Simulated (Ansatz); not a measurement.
`[OH2+][Cu-][F]`. The species carries charge 0 and has multiplicity 1. Correlated methods include outer-core shells of Cu, which these sets cover unevenly. Scalar relativity is left out up to krypton.

```
atom   x (Å)   y (Å)   z (Å)
  O1   0.677  -0.218   0.670
 Cu2  -0.562   0.520  -0.605
  F3  -1.691   1.194  -1.766
  H4   0.260  -0.667   1.411
  H5   1.316  -0.830   0.290
```

(1) Give the diagnostics of a CCSD(T)/def2-TZVPP run (frozen core, Ansatz). (An estimate is asked.)

Results:

(1) The calculation gave: T1 = 0.0262, largest single amplitude 0.095, largest double 0.026, (T) share of the correlation energy 2.9 %, 16 CCSD cycles. The RHF solution is stable towards an unrestricted one. T1 lies over the customary mark of 0.02 for closed shells; compounds of d metals often pass it without a breakdown.
